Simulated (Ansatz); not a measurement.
```xyz
2

Si    0.0000    0.0000    0.0000
Se    0.0000    0.0000    4.1200
```

Basis set: def2-SVP (spherical functions). Charge 0, multiplicity 1.

Computed with Ansatz (development build ahead of 0.2.0); each method stands on the lowest determinant of its kind that the runs found.

Question: Give the atomization energy at this shape (free ground-state atoms in the same class of orbitals less the molecule, no zero-point energy) of singlet SiSe by PBE0 (unrestricted), UHF.

Answer:

```
             method  atomization energy
PBE0 (unrestricted)             0.26 eV
                UHF             0.09 eV
```

Caution: the shape is not the minimum; the unrestricted determinant is a mixture of spin states.
